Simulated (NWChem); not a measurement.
System: HSeI; SMILES [SeH]I

Output (shortened):

```
             Northwest Computational Chemistry Package (NWChem) 7.3.0
             --------------------------------------------------------

                             Geometry "geometry" -> ""
                             -------------------------

 Output coordinates in angstroms (scale by  1.889725989 to convert to a.u.)

  No.       Tag          Charge          X              Y              Z
 ---- ---------------- ---------- -------------- -------------- --------------
    1 Se                  34.0000     0.03523200    -1.50773300     0.00000000
    2 H                    1.0000    -1.43368400    -1.62776500     0.00000000
    3 I                   53.0000     0.01565800     1.02010700     0.00000000

 Effective nuclear repulsion energy (a.u.)     398.7178915809

                                 NWChem DFT Module
                                 -----------------

 Summary of "ao basis" -> "ao basis" (spherical)
 ------------------------------------------------------------------------------
       Tag                 Description            Shells   Functions and Types
 ---------------- ------------------------------  ------  ---------------------
 Se                        def2-svpd                15       41   6s5p4d
 H                         def2-svpd                 4        8   2s2p
 I                         def2-svpd                13       35   5s5p3d

            General Information
            -------------------
          SCF calculation type: DFT
          Wavefunction type:  closed shell.
          No. of atoms     :     3
          No. of electrons :    60
           Alpha electrons :    30
            Beta electrons :    30
          Charge           :     0
          Spin multiplicity:     1
          Use of symmetry is: off; symmetry adaption is: off
          Maximum number of iterations: 150
          AO basis - number of functions:    84
                     number of shells:    32
          Convergence on energy requested:  1.00D-06
          Convergence on density requested:  1.00D-05
          Convergence on gradient requested:  5.00D-04

              XC Information
              --------------
          PerdewBurkeErnzerhof Exchange Functional  1.000
            Perdew 1991 LDA Correlation Functional  1.000 local
           PerdewBurkeErnz. Correlation Functional  1.000 non-local

             Grid Information
             ----------------
          Grid used for XC integration:  medium
          Radial quadrature: Mura-Knowles
          Angular quadrature: Lebedev.
          Tag              B.-S. Rad. Rad. Pts. Rad. Cut. Ang. Pts.
          ---              ---------- --------- --------- ---------
          Se                  1.15      112          13.0       590
          H                   0.35       45          12.0       434
          I                   1.40      123          13.0       590
          Grid pruning is: on
          Number of quadrature shells:   280
          Spatial weights used:  Erf1

      Superposition of Atomic Density Guess
      -------------------------------------

 Sum of atomic energies:       -2747.13979254

      Non-variational initial energy
      ------------------------------

 Total energy =   -2696.853956
 1-e energy   =   -4249.159963
 2-e energy   =    1357.782117
 HOMO         =      -0.252495
 LUMO         =      -0.092176

   convergence    iter        energy       DeltaE   RMS-Dens  Diis-err
 ---------------- ----- ----------------- --------- --------- ---------
 d= 0,ls=0.0,diis     1  -2699.1658219049 -2.89D+03  1.30D-02  3.14D-01
 d= 0,ls=0.0,diis     2  -2699.1684690563 -2.65D-03  8.29D-03  1.59D-01
 d= 0,ls=0.0,diis     3  -2699.1831192418 -1.47D-02  4.26D-03  8.29D-02
 d= 0,ls=0.0,diis     4  -2699.1985123729 -1.54D-02  1.24D-03  8.83D-03
 d= 0,ls=0.0,diis     5  -2699.1997322230 -1.22D-03  2.76D-04  3.32D-04
  Resetting Diis
 d= 0,ls=0.0,diis     6  -2699.1997943113 -6.21D-05  5.21D-05  1.44D-05
 d= 0,ls=0.0,diis     7  -2699.1997973561 -3.04D-06  2.39D-05  7.25D-07
 d= 0,ls=0.0,diis     8  -2699.1997972409  1.15D-07  1.44D-05  1.31D-06
 d= 0,ls=0.0,diis     9  -2699.1997974954 -2.54D-07  2.18D-06  1.69D-08

         Total DFT energy =    -2699.199797495381
      One electron energy =    -4248.751638859778
           Coulomb energy =     1464.370811913553
    Exchange-Corr. energy =     -109.342860079915
 Nuclear repulsion energy =      194.523889530760

 Numeric. integr. density =       60.000010296239

                       DFT Final Molecular Orbital Analysis
                       ------------------------------------

 Vector   28  Occ=2.000000D+00  E=-2.758779D-01
              MO Center=  5.3D-03,  5.7D-03,  4.9D-08, r^2= 3.1D+00
   Bfn.  Coefficient  Atom+Function         Bfn.  Coefficient  Atom+Function
  ----- ------------  ---------------      ----- ------------  ---------------
    63      0.471780  3 I  pz                66      0.371568  3 I  pz
    18      0.326568  1 Se pz                15      0.313333  1 Se pz
    12     -0.198091  1 Se pz                60     -0.189817  3 I  pz
    57     -0.154037  3 I  pz                 9      0.064385  1 Se pz
    33      0.036674  1 Se d -1              76     -0.036444  3 I  d -1

 Vector   29  Occ=2.000000D+00  E=-2.486478D-01
              MO Center= -1.1D-02,  8.2D-01,  2.8D-10, r^2= 2.5D+00
   Bfn.  Coefficient  Atom+Function         Bfn.  Coefficient  Atom+Function
  ----- ------------  ---------------      ----- ------------  ---------------
    61      0.612036  3 I  px                64      0.508700  3 I  px
    58     -0.244633  3 I  px                55     -0.198051  3 I  px
    42      0.133773  2 H  s                 43      0.109703  2 H  s
     5     -0.105847  1 Se s                 13     -0.097060  1 Se px
     4     -0.085039  1 Se s                  3      0.058613  1 Se s

 Vector   30  Occ=2.000000D+00  E=-2.088029D-01
              MO Center= -1.6D-03, -4.7D-01,  2.0D-08, r^2= 3.7D+00
   Bfn.  Coefficient  Atom+Function         Bfn.  Coefficient  Atom+Function
  ----- ------------  ---------------      ----- ------------  ---------------
    18      0.463756  1 Se pz                15      0.429898  1 Se pz
    63     -0.420933  3 I  pz                66     -0.364812  3 I  pz
    12     -0.264899  1 Se pz                60      0.166267  3 I  pz
    57      0.134173  3 I  pz                 9      0.085876  1 Se pz
    21      0.065069  1 Se pz                69     -0.045567  3 I  pz

 Vector   31  Occ=0.000000D+00  E=-1.398900D-01
              MO Center= -6.8D-03, -2.4D-01, -6.4D-09, r^2= 4.8D+00
   Bfn.  Coefficient  Atom+Function         Bfn.  Coefficient  Atom+Function
  ----- ------------  ---------------      ----- ------------  ---------------
    17      0.526267  1 Se py                65      0.505326  3 I  py
    62      0.467373  3 I  py                14      0.415082  1 Se py
    11     -0.248462  1 Se py                52     -0.243599  3 I  s
     4      0.230929  1 Se s                 59     -0.179319  3 I  py
     5      0.144511  1 Se s                 56     -0.143787  3 I  py

 Vector   32  Occ=0.000000D+00  E=-4.466254D-02
              MO Center= -5.8D-01, -1.3D+00, -6.9D-09, r^2= 4.9D+00
   Bfn.  Coefficient  Atom+Function         Bfn.  Coefficient  Atom+Function
  ----- ------------  ---------------      ----- ------------  ---------------
     6      0.495840  1 Se s                 16      0.358099  1 Se px
    54      0.335989  3 I  s                  4     -0.315525  1 Se s
     5     -0.309510  1 Se s                 13      0.304881  1 Se px
    42      0.299660  2 H  s                 43      0.262608  2 H  s
    53     -0.193607  3 I  s                 41      0.186948  1 Se d  2

 Vector   33  Occ=0.000000D+00  E= 1.020854D-02
              MO Center=  1.8D-01,  1.8D+00, -2.0D-07, r^2= 1.0D+01
   Bfn.  Coefficient  Atom+Function         Bfn.  Coefficient  Atom+Function
  ----- ------------  ---------------      ----- ------------  ---------------
     6      1.795594  1 Se s                 68      1.059293  3 I  py
    53     -0.562307  3 I  s                 20      0.523629  1 Se py
    43     -0.346361  2 H  s                  5     -0.302835  1 Se s
    16     -0.250964  1 Se px                52     -0.250415  3 I  s
    62     -0.151502  3 I  py                42     -0.129893  2 H  s

     Multipole analysis of the density
     ---------------------------------

     L   x y z        total         alpha         beta         nuclear
     -   - - -        -----         -----         ----         -------
     0   0 0 0     -0.000000    -30.000000    -30.000000     60.000000

     1   1 0 0     -0.219316     -0.256730     -0.256730      0.294143
     1   0 1 0     -0.170459     25.792690     25.792690    -51.755838
     1   0 0 1     -0.000000     -0.000000     -0.000000      0.000000

     2   2 0 0    -33.114988    -20.313866    -20.313866      7.512745
     2   1 1 0      0.937036     -1.186539     -1.186539      3.310113
     2   1 0 1      0.000000      0.000000      0.000000      0.000000
     2   0 2 0    -30.782231   -204.578738   -204.578738    378.375245
     2   0 1 1     -0.000000     -0.000000     -0.000000      0.000000
     2   0 0 2    -36.366940    -18.183470    -18.183470      0.000000

[...]

 DFT Linear Response polarizability / au
 Frequency  =       0.0000000 / au
              X              Y              Z
 -----------------------------------------------
 X      55.6048096      1.6949233      0.0000004
 Y       1.6949217     88.1553235      0.0000001
 Z       0.0000004      0.0000001     56.1544613
 -----------------------------------------------
 Eigenvalues =      55.5167920     88.2433411     56.1544613
 Isotropic   =      66.6381981
 Anisotropic =      32.4124192
 -----------------------------------------------

 Magnetic Dipole Response Matrix (nonzero elements):

 Exiting AOResponse driver routine
```

Level: PBE/def2-SVPD with def2 effective core potentials on I. Coordinates come from a PBE0/def2-SVP optimisation. Not confirmed as a minimum by frequencies. def2 effective core potentials on I; no spin-orbit coupling.

Problem. Which NWChem input produces such a log?

Solution. This is not unique; one that fits is the input that was run:
```
start job
memory heap 200 mb stack 900 mb global 1100 mb
geometry units angstroms noautosym nocenter noautoz
  Se     0.035232    -1.507733     0.000000
  H     -1.433684    -1.627765     0.000000
  I      0.015658     1.020107     0.000000
end
basis spherical
  * library def2-svpd
end
ecp
  I library def2-ecp
end
dft
  xc xpbe96 cpbe96
  iterations 150
end
property
  response 1 0.0
end
task dft property
```
